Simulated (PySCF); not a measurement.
CH7ClOSi2, SMILES C(O[SiH2]Cl)[SiH3].

Coordinates come from a PBE0-D3(BJ)/def2-SVP optimisation. This is a generated structure with no PubChem entry under its InChIKey; it may be hypothetical. Other conformers were not sampled.

Two levels are set side by side: PBE/def2-TZVP (PySCF) and CAM-B3LYP/def2-TZVP (PySCF). Same geometry, gas phase. Differences are taken from unrounded values.

```tsv
quantity	CAM-B3LYP	PBE	PBE minus CAM-B3LYP
orbital gap (eV)	10.57	5.89	-4.68
highest occupied level (eV)	-9.39	-6.60	2.78
lowest empty level (eV)	1.18	-0.71	-1.90
dipole moment (D)	0.93	0.77	-0.16
mean polarisability (bohr³)	77.4	82.0	4.5
```

Without exact exchange PBE keeps part of each electron's self-repulsion, which lifts occupied levels and narrows the gap. Loosely held outer electrons make PBE densities more polarisable. Differences between two approximate levels are no errors against the true value.

Rough cost on one machine, each run with all the roots and properties that it gave: CAM-B3LYP against PBE within a factor of 2.
